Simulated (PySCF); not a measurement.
**Correlation energy of Cr²⁺ (chromium, charge +2)**

[Ar] 3d3 4p1, one real determinant (an excited configuration). Calculation: PySCF 2.14, in x2c-QZVPPall; scalar relativity by spin-free X2C-1e. Frozen: [Ne]; 12 electrons correlated.

```tsv
level	correlation energy (mhartree)
CCSD	-341.62
(T)	-7.16
CCSD(T)	-348.78
```

Diagnostics: T1 = 0.0072, D1 = 0.0296, largest double amplitude 0.032.

Q: Is a single reference adequate?

A: Yes: T1 lies below 0.03 and no double amplitude reaches 0.07.

The reference is one real determinant that mixes LS terms of this configuration.

This basis was not built for core-valence correlation, so the inner-shell part is incomplete.
